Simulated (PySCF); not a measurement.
# One molecule, several mistakes: AlClGeH4O

Calculated results; nothing here was measured. The program is PySCF 2.14.0, an open-source quantum chemistry code, run on an isolated molecule that a program drew, which may never have been made. The molecule is AlClGeH4O (charge 0, singlet), drawn as the SMILES string `[AlH2][O][GeH2][Cl]`.

Each row is a Hartree-Fock (HF) and frozen-core CCSD(T) single point in the cc-pV(D+d)Z basis, meant for a local HF minimum. Run 1 is clean. Each other run has one planted mistake out of seven kinds, and not every kind appears here: one electron removed, one electron added, multiplicity raised by two, geometry at a saddle point, minimal basis STO-3G, one bond length entered in bohr, all coordinates scaled. The reference is restricted for singlets and unrestricted otherwise, and also for a bond in bohr. Adding or removing an electron swaps singlet and doublet. Electrons count all cores. HOMO and LUMO are orbital energies over both spins, the gradient is its largest component, and the lowest frequency (negative if imaginary) is given only where the gradient is small. Bond lengths are over the 7 bonds as drawn. T1 is the CCSD diagnostic: over 0.02 (restricted) or 0.045 (unrestricted) a single reference is doubtful. Germanium has the cc-pVDZ-PP basis, with a core potential (ECP10MDF) in place of its 10 inner electrons, and its 3s, 3p and 3d shells are frozen in CCSD(T).

Geometry of the clean run:
```xyz
8
AlClGeH4O, angstrom
Al   -3.1306    0.6140    0.8788
O    -1.9908    1.8002    1.2612
Ge   -0.6172    2.5655    2.0070
Cl    0.8066    1.0040    2.5157
H    -3.7918    0.6662   -0.5474
H    -3.5099   -0.4643    1.9602
H    -1.0274    3.2322    3.3091
H     0.0689    3.4769    1.0054
```

```
run  electrons  basis functions  <S^2>  HOMO (eV)  LUMO (eV)  gradient (hartree/bohr)  lowest frequency (cm^-1)  mean bond (Å)  longest bond (Å)      T1  HF (hartree)  CCSD(T) (hartree)                          mistake
  1         74              103  0.000     -11.48       1.60                  1.2e-06                        37         1.6838             2.174  0.0128   -1072.10975        -1072.64502                         no fault
  2         74              103  0.000     -11.37       1.45                  2.2e-02                         -         1.7680             2.282  0.0146   -1072.09147        -1072.63417           all coordinates scaled
  3         74              103  2.014      -5.27      -3.29                  5.4e-02                         -         1.6838             2.174  0.0549   -1071.89475        -1072.43653       multiplicity raised by two
  4         73              103  0.834     -15.36      -9.46                  5.7e-02                         -         1.6838             2.174  0.0691   -1071.72521        -1072.25665             one electron removed
  5         74              103  1.006      -8.75       1.24                  2.6e-02                         -         1.9050             3.289  0.0207   -1071.98319        -1072.47985  one bond length entered in bohr
  6         75              103  0.766       0.76       7.15                  4.6e-02                         -         1.6838             2.174  0.0158   -1072.06577        -1072.61568                                ?
```

**Which mistake was planted in run 6, and what did it cost?**

It counts 75 electrons, one more than the clean run, at the same geometry and basis. So the mistake is: one electron added. Subtracting run 1 and multiplying by 627.51 kcal/mol a hartree, the energy moved by 27.6 kcal/mol in HF and 18.4 kcal/mol in CCSD(T).

Cautions from the logs. Run 3: T1 is over the limit, so its CCSD(T) energy is less reliable; run 4: T1 is over the limit, so its CCSD(T) energy is less reliable; run 6: the HOMO is above zero, so the electron isn't bound and the energy depends on the basis.
